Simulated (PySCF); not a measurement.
Run record for `N#CC#CC(F)=[Se]`: HSE06/def2-SVPD, fitting basis def2-qzvpp-jkfit, damping 0.3 at the start, DIIS from the seventh cycle, full TDDFT, 1 singlet.

Method: TDDFT HSE06/def2-SVPD, vertical, gas phase, core orbitals frozen in the response (PySCF 2.14.0, density-fitted response routines). Geometry: GFN2-xTB. The command runs a driver script over a list of jobs; the input below is this job's line of settings and its coordinates in Å.

Command:
```bash
OMP_NUM_THREADS=1 python probes_run.py task.json out
```

Input:
```
{"job": {"kind": "uv", "xc": "HSE06", "basis": "def2-SVPD", "nstates": 1, "ntriplets": 5, "tda": false, "scf": {"aux": "def2-qzvpp-jkfit", "damp": 0.3}}, "charge": 0, "multiplicity": 1}
N     -3.427946    -0.353219    -0.380551
C     -2.289555    -0.256053    -0.250443
C     -0.945888    -0.145059    -0.092973
C      0.259264    -0.058502     0.058867
C      1.627376     0.123380     0.195280
F      2.303605    -0.904598     0.716154
Se     2.476479     1.598954    -0.273411
```

**Question.** Predict the output.

**Answer.** 
```
damping 0.30 in the first 6 cycles
final grid: 80504 points
cycle   1  E = -2707.2538186701  dE =  3.549e-01  |g| = 5.858e-01  |ddm| = 2.120e+01
cycle   2  E = -2707.1586339649  dE =  9.518e-02  |g| = 8.206e-01  |ddm| = 3.450e+00
cycle   3  E = -2706.8720896227  dE =  2.865e-01  |g| = 1.280e+00  |ddm| = 3.493e+00
cycle   4  E = -2705.8977661168  dE =  9.743e-01  |g| = 2.200e+00  |ddm| = 6.894e+00
cycle   5  E = -2703.8337896814  dE =  2.064e+00  |g| = 3.302e+00  |ddm| = 8.394e+00
cycle   6  E = -2669.7540057286  dE =  3.408e+01  |g| = 8.536e+00  |ddm| = 6.937e+01
cycle   7  E = -2527.1480075305  dE =  1.426e+02  |g| = 1.804e+01  |ddm| = 1.311e+02
cycle   8  E = -2668.8922179815  dE = -1.417e+02  |g| = 8.740e+00  |ddm| = 1.436e+02
cycle   9  E = -2702.0783537187  dE = -3.319e+01  |g| = 3.731e+00  |ddm| = 2.883e+01
cycle  10  E = -2676.7306199230  dE =  2.535e+01  |g| = 6.554e+00  |ddm| = 2.365e+01
cycle  11  E = -2700.9813612357  dE = -2.425e+01  |g| = 3.996e+00  |ddm| = 2.430e+01
cycle  12  E = -2706.4414122775  dE = -5.460e+00  |g| = 1.616e+00  |ddm| = 6.467e+00
cycle  13  E = -2707.2037031656  dE = -7.623e-01  |g| = 7.706e-01  |ddm| = 3.741e+00
cycle  14  E = -2707.1038168110  dE =  9.989e-02  |g| = 9.227e-01  |ddm| = 2.096e+00
cycle  15  E = -2707.3211328829  dE = -2.173e-01  |g| = 2.313e-01  |ddm| = 1.771e+00
cycle  16  E = -2707.3289312115  dE = -7.798e-03  |g| = 1.274e-01  |ddm| = 6.599e-01
cycle  17  E = -2707.3329645823  dE = -4.033e-03  |g| = 4.458e-02  |ddm| = 2.478e-01
cycle  18  E = -2707.3334316546  dE = -4.671e-04  |g| = 1.700e-02  |ddm| = 9.682e-02
cycle  19  E = -2707.3335091852  dE = -7.753e-05  |g| = 2.416e-03  |ddm| = 3.236e-02
cycle  20  E = -2707.3335096241  dE = -4.388e-07  |g| = 1.690e-03  |ddm| = 1.389e-02
cycle  21  E = -2707.3335109268  dE = -1.303e-06  |g| = 4.213e-04  |ddm| = 3.792e-03
cycle  22  E = -2707.3335109918  dE = -6.496e-08  |g| = 1.108e-04  |ddm| = 1.414e-03
cycle  23  E = -2707.3335109949  dE = -3.087e-09  |g| = 3.373e-05  |ddm| = 3.581e-04
cycle  24  E = -2707.3335109951  dE = -2.783e-10  |g| = 1.338e-05  |ddm| = 1.095e-04
converged SCF energy = -2707.3335109951

Static polarisability (au): isotropic 96.618, principal 48.387 65.861 175.606

Singlet excitations
state   eV       nm        f      main configurations
  1   1.7995    689.0   0.00001   H->L 0.99

Triplet excitations (Tamm-Dancoff, eV): 1.3841 1.8781 3.5171 3.5823 3.8871
```

H and L stand for HOMO and LUMO; the number after each pair is its weight.

**Question.** Give S1 in cm⁻¹ and kJ/mol.

**Answer.** 1.7995 eV × 8065.54 = 14514 cm⁻¹; × 96.485 = 173.6 kJ/mol.

**Question.** How does the lowest singlet excitation compare with the HOMO–LUMO gap?

**Answer.** HOMO -7.16 eV and LUMO -4.64 eV give a gap of 2.52 eV; S1 at 1.80 eV lies 0.72 eV below it.

In short: SCF converged in 24 cycles with 164 basis and 720 fitting functions; HOMO -7.16 eV, LUMO -4.64 eV; lowest singlet 1.80 eV; lowest triplet 1.38 eV (Tamm–Dancoff); mean polarisability 96.6 au.

 Relativistic effects, spin–orbit coupling among them, are left out although an element past zinc is present.

Time: 38 s wall; peak memory 0.72 GiB. Hardware: an Arm Neoverse V1 with one thread, no GPU, shared host with 32 logical CPUs at a one-minute load of 9.9.
